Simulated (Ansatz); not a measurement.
`C[Si@H](O)[Si@H](O)F` + `O[SiH](F)[NH][GeH3]` → `C[N]([GeH3])[SiH](O)F` + `O[SiH2][SiH](O)F`  (substitution at a C–Si bond)

Isolated molecules relaxed with PBE0-D4/def2-TZVP in Ansatz; ΔE leaves out vibrations. CCSD(T)/CBS adds triple-zeta CCSD(T) − MP2 to the extrapolated MP2 energy (def2 sets, frozen cores). DFT in def2-TZVPP. For Ge outer-core shells are correlated without core-valence functions, which leaves a few kJ/mol of doubt a bond. Scalar relativity is left out up to krypton. One conformer a species, not always the lowest.

```json
{"level": "PBE0-D4", "ΔE (kJ/mol)": "88.4"}
{"level": "PBE", "ΔE (kJ/mol)": "88.1"}
{"level": "SCS-MP2/def2-TZVPP", "ΔE (kJ/mol)": "84.3"}
{"level": "HF/def2-QZVPP", "ΔE (kJ/mol)": "88.5"}
```

(1) What does CCSD(T)/CBS give? (An estimate is asked.)

Largest T1 diagnostic among the species: 0.012.

Answers

(1) Computed: +87.5 kJ/mol. The listed levels differ from it by 0.9, 0.6, -3.2, 1.0 kJ/mol.
